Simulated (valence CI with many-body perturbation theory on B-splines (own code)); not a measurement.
Ladder of approximations for Dy59+

Calculated by valence CI with perturbative core correlation (CI+MBPT): five valence electrons over a frozen Dirac-Fock core [He], a basis of 9 s, 9 p, 8 d, 6 f, 3 g, 1 h functions for each j, with the one-electron correlation potential Σ1 (screened to all orders), the two-electron term Σ2, the three-electron term Σ3, Breit, model QED; selected single and double excitations, second order for the rest (own B-spline code, finite nucleus).

The last digits are not significant, and no measured levels were compared; by estimate large intervals hold to a few tenths of a per cent, small ones and those within an open d or f shell to about a per cent. Among the levels kept, up to 1100 cm⁻¹ of a level comes from second order outside the variational space, and about a tenth of that is noise between levels of different J, which matters for small intervals.

Each rung adds one term. CI alone is the Dirac-Coulomb CI over the frozen core; QED comes last and gives the full result, which names the levels. Energies are above (2s^2 2p1/2^2 2p3/2) J=3/2 on the same rung, in × 10³ cm⁻¹.

Levels are named by their leading jj configuration (3d3/2^4 stands for four electrons in 3d with j = 3/2), which in mixed levels can hold well under half, so a name can repeat and another be missing. Letters in brackets count levels of one name in rising energy.

```csv
Level,CI alone
(2s^2 2p1/2 2p3/2^2) J=3/2,6656.7
(2s^2 2p1/2 2p3/2^2) J=5/2,6894.4
(2s^2 2p1/2 2p3/2^2) J=1/2,7172.9
(2s 2p1/2^2 2p3/2^2) J=5/2,9045.9
(2s 2p1/2^2 2p3/2^2) J=1/2,9720.5
(2s 2p1/2^2 2p3/2^2) J=3/2,9771.7
(2s^2 2p3/2^3) J=3/2,13864
(2s 2p1/2 2p3/2^3) J=3/2 [a],15865
(2s 2p1/2 2p3/2^3) J=5/2,16232
(2s 2p1/2 2p3/2^3) J=1/2,16602
(2s 2p1/2 2p3/2^3) J=3/2 [b],16712
(2p1/2^2 2p3/2^3) J=3/2,19290
(2s 2p3/2^4) J=1/2,23392
(2p1/2 2p3/2^4) J=1/2,26162
(2s^2 2p1/2^2 3s) J=1/2,56258
(2s^2 2p1/2^2 3p1/2) J=1/2,56968
```

(1) What do these energies become with core correlation, Breit and QED?

(2) How does the ionisation energy move along the ladder, and which term matters most?

Answers

(1) (2s^2 2p1/2 2p3/2^2) J=3/2 6575.7 (-80.97); (2s^2 2p1/2 2p3/2^2) J=5/2 6756.8 (-137.61); (2s^2 2p1/2 2p3/2^2) J=1/2 7106.8 (-66.18); (2s 2p1/2^2 2p3/2^2) J=5/2 8919.2 (-126.71); (2s 2p1/2^2 2p3/2^2) J=1/2 9650.0 (-70.47); (2s 2p1/2^2 2p3/2^2) J=3/2 9661.4 (-110.29); (2s^2 2p3/2^3) J=3/2 13696 (-167.50); (2s 2p1/2 2p3/2^3) J=3/2 [a] 15688 (-176.28); (2s 2p1/2 2p3/2^3) J=5/2 15998 (-233.84); (2s 2p1/2 2p3/2^3) J=1/2 16425 (-177.31); (2s 2p1/2 2p3/2^3) J=3/2 [b] 16502 (-209.95); (2p1/2^2 2p3/2^3) J=3/2 19088 (-201.48); (2s 2p3/2^4) J=1/2 23139 (-253.09); (2p1/2 2p3/2^4) J=1/2 25876 (-285.59); (2s^2 2p1/2^2 3s) J=1/2 56224 (-33.57); (2s^2 2p1/2^2 3p1/2) J=1/2 56935 (-33.45).

(2) CI alone 12998, + Σ1 12998, + Σ2 12999, + Σ3 12998, + Breit 12988, + QED 12987 eV. The largest step is Breit, -10 eV. NIST lists 12986 ± 7 eV (theoretical).
